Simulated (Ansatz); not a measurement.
Ansatz (a first-principles code) input (B3LYP-D3(BJ)/def2-TZVP):

Ansatz 0.2 input:
```yaml
crystal:
  periodic: [false, false, false]
  atoms:
    - {symbol: Sb, position_ang: [0.01053139, 0.00269813, 0.58266342]}
    - {symbol: Cl, position_ang: [0.93192439, -1.47042764, -0.88433446]}
    - {symbol: Cl, position_ang: [-0.96351856, 1.46233327, -0.86365582]}
basis:
  gaussian:
    orbitals: def2-TZVP
hamiltonian:
  xc: b3lyp
  dispersion: d3bj
total_charge: 1
phonons: {temperatures: {t_min: 298.15, t_max: 298.15, t_step: 100}}
```

Output:

```
Functional definition: B3LYP
integrals: 0.05 GiB planned
962 factors; their error is unknown
mean field: 0.46 GiB planned
mean field evaluation 1: about -31574.5366 eV, gradient 4.6e1 eV
mean field evaluation 2: about -31550.2491 eV, gradient 1.0e2 eV
mean field evaluation 4: about -31580.1373 eV, gradient 5.1e0 eV
mean field evaluation 8: about -31580.4013 eV, gradient 4.1e-1 eV
mean field evaluation 16: about -31580.4014 eV, gradient 2.2e-5 eV
mean field -31580.40144300 eV, -1160.5583470651 hartree, gradient 1.6e-5 eV, S^2 0.000000; 0 other end points of the search recorded, 0 dependent functions left out
the calculation of the forces begins
reference -31580.40167018 eV, -1160.5583554139 hartree; 28, 28 occupied and 96, 96 virtual orbitals, 962 factors
these checks for a lower state are left out or cut short: stability, starts, cluster_reference, orbital_swaps, neighbouring_geometries, increment
integrals: 0.05 GiB planned
962 factors; their error is unknown
mean field: 0.46 GiB planned
mean field -31580.40141130 eV, -1160.5583459002 hartree, gradient 3.3e-6 eV, S^2 0.000000; 0 other end points of the search recorded, 0 dependent functions left out
the calculation of the forces begins
reference -31580.40163850 eV, -1160.5583542499 hartree; 28, 28 occupied and 96, 96 virtual orbitals, 962 factors
these checks for a lower state are left out or cut short: stability, starts, cluster_reference, orbital_swaps, neighbouring_geometries, increment
integrals: 0.05 GiB planned
962 factors; their error is unknown
mean field: 0.46 GiB planned
mean field evaluation 32: about -31580.4014 eV, gradient 2.3e-6 eV
mean field -31580.40139791 eV, -1160.5583454083 hartree, gradient 3.3e-6 eV, S^2 0.000000; 0 other end points of the search recorded, 0 dependent functions left out
the calculation of the forces begins
reference -31580.40162506 eV, -1160.5583537560 hartree; 28, 28 occupied and 96, 96 virtual orbitals, 962 factors
these checks for a lower state are left out or cut short: stability, starts, cluster_reference, orbital_swaps, neighbouring_geometries, increment
integrals: 0.05 GiB planned
962 factors; their error is unknown
mean field: 0.46 GiB planned
mean field -31580.40148692 eV, -1160.5583486794 hartree, gradient 3.3e-6 eV, S^2 0.000000; 0 other end points of the search recorded, 0 dependent functions left out
the calculation of the forces begins
reference -31580.40171415 eV, -1160.5583570298 hartree; 28, 28 occupied and 96, 96 virtual orbitals, 962 factors
these checks for a lower state are left out or cut short: stability, starts, cluster_reference, orbital_swaps, neighbouring_geometries, increment
integrals: 0.05 GiB planned
962 factors; their error is unknown
mean field: 0.46 GiB planned
mean field -31580.40133154 eV, -1160.5583429693 hartree, gradient 3.3e-6 eV, S^2 0.000000; 0 other end points of the search recorded, 0 dependent functions left out
the calculation of the forces begins
reference -31580.40155868 eV, -1160.5583513164 hartree; 28, 28 occupied and 96, 96 virtual orbitals, 962 factors
these checks for a lower state are left out or cut short: stability, starts, cluster_reference, orbital_swaps, neighbouring_geometries, increment
integrals: 0.05 GiB planned
962 factors; their error is unknown
mean field: 0.46 GiB planned
mean field -31580.40142642 eV, -1160.5583464559 hartree, gradient 3.3e-6 eV, S^2 0.000000; 0 other end points of the search recorded, 0 dependent functions left out
the calculation of the forces begins
reference -31580.40165358 eV, -1160.5583548040 hartree; 28, 28 occupied and 96, 96 virtual orbitals, 962 factors
these checks for a lower state are left out or cut short: stability, starts, cluster_reference, orbital_swaps, neighbouring_geometries, increment
integrals: 0.05 GiB planned
962 factors; their error is unknown
mean field: 0.46 GiB planned
mean field evaluation 64: about -31580.4014 eV, gradient 2.3e-6 eV
mean field -31580.40143515 eV, -1160.5583467768 hartree, gradient 3.3e-6 eV, S^2 0.000000; 0 other end points of the search recorded, 0 dependent functions left out
the calculation of the forces begins
reference -31580.40166235 eV, -1160.5583551262 hartree; 28, 28 occupied and 96, 96 virtual orbitals, 962 factors
Total energy: -31580.60376101 eV, -1160.5657821151 hartree
Atom 0 at     0.010531     0.002698     0.582663 Å, force    -0.000007    -0.000002    -0.000381 eV/Å
Atom 1 at     0.931924    -1.470428    -0.884334 Å, force    -0.000029     0.000052     0.000191 eV/Å
Atom 2 at    -0.963519     1.462333    -0.863656 Å, force     0.000036    -0.000050     0.000190 eV/Å
Dipole moment:     0.008444     0.002163     0.467173 e Å
Vibrations: 141.16 412.57 422.39 cm⁻¹, zero-point energy 0.060512 eV
```
